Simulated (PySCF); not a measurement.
Cd(OH)2 (CdH2O2), SMILES [Cd]([OH])[OH]. Heavy atoms are numbered as in [Cd:1]([OH:2])[OH:4]. Hydrogens are named by the atom that carries them.

Coordinates come from a B3LYP-D3(BJ)/def2-TZVP optimisation. The geometry has at least one imaginary mode, so it is a saddle point at that level. The def2 effective core potentials stand for the cores of Cd; spin–orbit coupling is left out. One conformer was computed; it need not be the lowest.

Level of theory: CAM-B3LYP/def2-TZVPD in PySCF.

Mulliken values depend strongly on the basis, most of all with diffuse functions as here. ESP charges are fitted to the potential on shells at 1.4 to 2.0 van der Waals radii. Atomic charges (e), one atom of each kind:

```csv
atom,ESP fit,Mulliken
Cd1,(withheld),0.89
O2 (OH),(withheld),-0.74
H on O2,(withheld),0.29
```

Q: Complete the blanks. (Estimate from the structure and the level; the computed values follow.)

A: 
- Cd1, ESP fit: 0.85
- O2 (OH), ESP fit: -0.70
- H on O2, ESP fit: 0.28
